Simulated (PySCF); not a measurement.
SMILES [O]=[V]([F])([F])[F], singlet, B3LYP/def2-SVP optimised geometry.

```
5

V     -0.61    -0.73     0.00
O     -1.10     0.73     0.00
F      1.10    -0.73     0.00
F     -1.20    -1.50    -1.41
F     -1.20    -1.50     1.41
```

Density from PySCF with B3LYP/def2-TZVP at that geometry.

Minimum of the electron density along straight lines between bonded atoms, close to the bond critical point (lines longer than 1.1 times the sum of covalent radii, or with two minima, are not listed):

```json
[
 {"bond": "V1–O2", "length / Å": "1.546", "ρ at the minimum / e bohr⁻³": "0.316", "∇²ρ there / e bohr⁻⁵": "1.10", "position (fraction from the first atom)": "0.53"},
 {"bond": "V1–F3", "length / Å": "1.708", "ρ at the minimum / e bohr⁻³": "0.180", "∇²ρ there / e bohr⁻⁵": "0.95", "position (fraction from the first atom)": "0.51"},
 {"bond": "V1–F4", "length / Å": "1.709", "ρ at the minimum / e bohr⁻³": "0.180", "∇²ρ there / e bohr⁻⁵": "0.95", "position (fraction from the first atom)": "0.51"},
 {"bond": "V1–F5", "length / Å": "1.709", "ρ at the minimum / e bohr⁻³": "0.180", "∇²ρ there / e bohr⁻⁵": "0.95", "position (fraction from the first atom)": "0.51"}
]
```
